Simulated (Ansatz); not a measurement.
`[OH][Zr]([OH])([OH])[c]1ccccc1` + H₂S → `[OH][Zr]([OH])([OH])[SH]` + `c1ccccc1`  (ligand exchange at a Zr–C bond)

Calculated with Ansatz (gas phase, PBE0-D4/def2-TZVP geometries, no zero-point term in ΔE). CCSD(T)/CBS is the MP2 limit (def2-TZVPP, def2-QZVPP) plus CCSD(T) − MP2 in def2-TZVPP, frozen cores. This one scheme is used for every species. Functionals use def2-TZVPP. Elements past krypton have def2 core potentials. For Zr outer-core shells are correlated without core-valence functions, which leaves a few kJ/mol of doubt a bond. One conformer a species, not always the lowest.

```csv
species,revPBE energy (Eh)
`[OH][Zr]([OH])([OH])[c]1ccccc1`,-506.47151
H₂S,-399.33360
`[OH][Zr]([OH])([OH])[SH]`,-673.59351
`c1ccccc1`,-232.26548
```

Q: Work out ΔE.

A: ΔE = (-673.59351) + (-232.26548) − (-506.47151) − (-399.33360) = -0.05388 Eh = -33.8 kcal/mol. CCSD(T)/CBS gives -31.7 kcal/mol.

Largest T1 diagnostic among the species: 0.017.

Leaving LDA and LC-ωPBE aside and taking each functional with its dispersion term where it has one, the values, not all of them listed here, spread over 2.9 kcal/mol, from B97M-V to BLYP-D4. In def2-TZVPP, CCSD(T) changes the Hartree–Fock value by +5.0 kcal/mol (the triples alone add +0.5 kcal/mol) and MP2 by +4.8 kcal/mol. The D4 term adds +2.0 kcal/mol with B3LYP and +1.3 kcal/mol with PBE0; it sums over pairs of atoms, weighted by their polarisabilities, and B3LYP, whose exchange is more repulsive, gets the larger term.

B3LYP here is the variant with VWN-RPA as its local correlation; programs differ in this.
